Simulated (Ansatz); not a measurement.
```xyz
8

O     0.378   -2.619    0.862
Si   -0.786   -1.661    0.209
O     0.023   -0.223    0.066
Si   -0.176    1.333   -0.433
H     1.243   -2.233    1.036
H     0.069    2.240    0.716
H    -1.554    1.544   -0.947
H     0.803    1.619   -1.510
```

Total charge 0; spin multiplicity 1.

Question: List the ωB97M-V/def2-TZVPP orbital energies in eV (the Gaussian-basis code of Ansatz). (Estimate.)

Answer: Computed: Occupied: -1807.79, -1807.63, -526.37, -526.33, -148.64, -148.62, -102.82, -102.77, -102.75, -102.72, -102.72, -102.66, -31.28, -30.51, -19.14, -17.76, -15.73, -14.34, -14.11, -12.84, -12.63, -11.73, -11.47, -9.37. Lowest empty: 0.73, 1.73, 2.33, 3.11, 3.30, 3.46, 3.69, 4.31.
